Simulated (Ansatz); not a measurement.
W(OH)3 (H3O3W), SMILES [OH][W]([OH])[OH] (connectivity only; charge and spin as stated), neutral, multiplicity 4.

Geometry optimised at B3LYP-D3(BJ)/def2-SVP. The spin state was assumed, not searched. The def2 effective core potentials stand for the cores of W; spin–orbit coupling is left out. One conformer was computed; it need not be the lowest.

Two levels are set side by side: PBE/def2-SVPD (Ansatz, a program for electronic structure) and PBE0/def2-SVPD (Ansatz). Energy differences of separate SCF runs at the same geometry; the states with an electron removed or added have multiplicity 3 and 3. Differences are taken from unrounded values.

```
quantity                          PBE
-------------------------------  ----
vertical ionisation energy (eV)  7.69
vertical electron affinity (eV)  0.69
```

**Question.** These are the PBE values. What does PBE0 give? (An estimate is asked for; the answer gives what the named calculation found.)

**Answer.** 
| quantity | PBE0 | PBE minus PBE0 |
|---|---|---|
| vertical ionisation energy (eV) | 8.03 | -0.34 |
| vertical electron affinity (eV) | 0.49 | 0.20 |
